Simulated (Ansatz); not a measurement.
This Ansatz (a first-principles code) input (CCSD(T)/6-311++G(2d,2p)) gives -94.41455 Eh with 84 basis functions. A basis named .json is the Basis Set Exchange file of that set (core-valence sets with the plain set on hydrogen).

Ansatz 0.2 input:
```yaml
crystal:
  periodic: [false, false, false]
  atoms:
    - {symbol: C, position_ang: [0.08240624, 0.01268365, -0.29754794]}
    - {symbol: N, position_ang: [-0.17989939, -0.10153014, 0.81209123]}
    - {symbol: H, position_ang: [0.32661127, 0.11883667, -1.33063312]}
    - {symbol: H, position_ang: [-0.99987366, -0.47922900, 4.25270898]}
    - {symbol: H, position_ang: [-0.82789510, -0.39912061, 3.53221164]}
basis:
  gaussian:
    orbitals: 6-311++G_2d_2p_.json
magnetization: {spin_polarized: false}
correlation: {method: ccsd_t, electrons: outside_noble_gas}
```

Change:
```diff
- orbitals: 6-311++G_2d_2p_.json
+ orbitals: def2-TZVPPD.json
```

Problem. What does the run give now?

Solution. -94.45215 Eh (CCSD(T)/def2-TZVPPD, 125 functions), a change of -37.60 mEh.
